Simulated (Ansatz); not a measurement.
Species: H2BSeO, charge 0, doublet. H2BSeO (SMILES [B](O)[SeH], doublet).
B3LYP-D3(BJ)/def2-TZVP minimum from Ansatz (an electronic-structure program):
```
B
O 1 1.3392
H 2 0.9629 1 115.22
Se 1 1.9531 2 121.68 3 -180.00
H 4 1.4693 1 93.82 2 -180.00
```
Charge 0, spin multiplicity 2.

Total energies in cc-pVDZ, 17 correlated electrons, 16 frozen orbitals. Radicals and triplets start from unrestricted determinants; spin-orbit coupling is neglected. Cores are frozen in correlated methods (noble-gas shells, and filled d and f shells in the p block). No relativity.

```tsv
method	program	energy (Eh)	minus CCSDT(Q) (mEh)
HF	Ansatz	-2500.54605	405.50
MP2	Ansatz	-2500.91168	39.87
CCSD	Ansatz	-2500.93857	12.98
CCSD(T)	Ansatz	-2500.94963	1.92
CCSDT(Q)	Ansatz	-2500.95155	0.00
```

Rough core times of Ansatz's runs on a shared machine: CCSD(T) under 20 s, CCSDT(Q) 4 min.
